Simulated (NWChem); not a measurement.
The numbers come from NWChem runs, not from measurements. System: AlO, charge 0, spin multiplicity 2, at a geometry optimised with UB3LYP/def2-SVP. The structure started from a generated list of species. Its SCF solution wasn't tested for a lower state. Level: UMP2/def2-TZVP, 6 core orbitals frozen.

Input file:

```
start mol
memory heap 200 mb stack 900 mb global 1100 mb
geometry units angstroms nocenter noautoz
  Al     0.000000     0.000000     0.624139
  O      0.000000     0.000000    -1.014226
  symmetry group C2v
end
basis spherical
  * library def2-tzvp
end
scf
  uhf
  nopen 1
  maxiter 100
  thresh 1e-7
  semidirect memsize 60000000 filesize 0
  # guess.movecs holds the orbitals of an unrestricted PBE0 run
  vectors input guess.movecs output mol.movecs
end
mp2
  freeze core 6
end
task mp2 energy
```

Output (cleaned and shortened):

```
             Northwest Computational Chemistry Package (NWChem) 7.3.0
             --------------------------------------------------------

                                NWChem Input Module
                                -------------------

 Scaling coordinates for geometry "geometry" by  1.889725989
 (inverse scale =  0.529177249)

 Turning off AUTOSYM since
 SYMMETRY directive was detected!

                             Geometry "geometry" -> ""
                             -------------------------

 Output coordinates in angstroms (scale by  1.889725989 to convert to a.u.)

  No.       Tag          Charge          X              Y              Z
 ---- ---------------- ---------- -------------- -------------- --------------
    1 Al                  13.0000     0.00000000     0.00000000     0.62413900
    2 O                    8.0000     0.00000000     0.00000000    -1.01422600

 Effective nuclear repulsion energy (a.u.)      33.5910703024

            Nuclear Dipole moment (a.u.)
            ----------------------------
        X                 Y               Z
 ---------------- ---------------- ----------------
     0.0000000000     0.0000000000    -0.0000018897

      Symmetry information
      --------------------

 Group name             C2v
 Group number             16
 Group order               4
 No. of unique centers     2

      Symmetry unique atoms

     1    2


 Summary of "ao basis" -> "" (spherical)
 ------------------------------------------------------------------------------
       Tag                 Description            Shells   Functions and Types
 ---------------- ------------------------------  ------  ---------------------
 *                         def2-tzvp                  on all atoms

 Summary of "ao basis" -> "ao basis" (spherical)
 ------------------------------------------------------------------------------
       Tag                 Description            Shells   Functions and Types
 ---------------- ------------------------------  ------  ---------------------
 Al                        def2-tzvp                13       37   5s5p2d1f
[...]
  AO/Fock/Back tols     =   1.0D-09  1.0D-09  1.0D-09

 GA uses MA = F    GA memory limited = T

 Available:
  local mem=  1.26D+08
 global mem=  1.44D+08
 local disk=  0.00D+00
  mp2_memr nvloc                    57
  nvloc new                    57
   1 passes of   5:        4194304                      23677                   2272536.
   1 passes of   5: M    126150524           G      144169952           F     121956220.

 Semi-direct pass number   1 of   1  for UHF alpha       at        1.4s
  vrange nnbf                  2337
  mp2_eaftype                    10  avail_ma_in_mb                  1099
 EAF : mp2_eaftype filesize          10    1136268.
  mp2_eaf for mointskh                     10
Node 0 wrote      5.3 Mb in      0.0 s     Agg I/O rate:  3353.0 Mb/s
 Done moints_semi at        2.3s
  mp2_eaftype                    10  avail_ma_in_mb                  1089
 EAF : mp2_eaftype filesize          10    1136268.
  mp2_eaf for kh                    10
 Done maket at        2.4s
 Done multipass loop at        2.4s

 GA uses MA = F    GA memory limited = T

 Available:
  local mem=  1.26D+08
 global mem=  1.44D+08
 local disk=  0.00D+00
  mp2_memr nvloc                    58
  nvloc new                    58
   1 passes of   4:        4194304                      21028                   1851409.
   1 passes of   4: M    126150524           G      144169952           F     121956220.

 Semi-direct pass number   1 of   1  for UHF beta        at        2.4s
  vrange nnbf                  2337
  mp2_eaftype                    10  avail_ma_in_mb                  1099
 EAF : mp2_eaftype filesize          10     925704.
  mp2_eaf for mointskh                     10
Node 0 wrote      4.3 Mb in      0.0 s     Agg I/O rate:  2095.5 Mb/s
 Done moints_semi at        3.3s
  mp2_eaftype                    10  avail_ma_in_mb                  1089
 EAF : mp2_eaftype filesize          10     925704.
  mp2_eaf for kh                    10
 Done maket at        3.4s
 Done multipass loop at        3.4s

          -------------------------------------------
          SCF energy                -316.778674228120
          Correlation energy          -0.259738543856
          Singlet pairs                0.000000000000
          Triplet pairs                0.000000000000
          Total MP2 energy          -317.038412771976
          -------------------------------------------

          ---------------------------------------------------
                    Spin Component Scaled (SCS) MP2
          Same spin pairs                     -0.064219936603
          Same spin scaling factor             0.333333333333
          Opposite spin pairs                 -0.195518607254
          Opposite spin scaling fact.          1.200000000000
          SCS-MP2 correlation energy          -0.256028974239
          Total SCS-MP2 energy              -317.034703202359
          ---------------------------------------------------

 -----------------------
 Performance information
 -----------------------

 Timer overhead =  2.08D-07 seconds/call

               Nr. of calls         CPU time (s)                 Wall time (s)                GFlops
             ---------------    -------------------     ------------------------------   -------------------
Name         Min   Avg   Max    Min     Avg     Max     Min     Avg     Max   Mx/calls   Min     Max     Sum
mp2: moin     2     2     2    1.9     1.9     1.9      1.9     1.9     1.9    0.97      0.0     0.0     0.0
mp2: make     2     2     2   4.93E-2 4.93E-2 4.93E-2  4.93E-2 4.93E-2 4.93E-2 2.46E-2   0.0     0.0     0.0
mp2: tota     1     1     1    2.1     2.1     2.1      2.1     2.1     2.1     2.1      0.0     0.0     0.0

 The average no. of pstat calls per process was 5.00D+00
 with a timing overhead of 1.04D-06s

 Task  times  cpu:        3.3s     wall:        3.3s

 Total times  cpu:        3.4s     wall:        3.4s
```
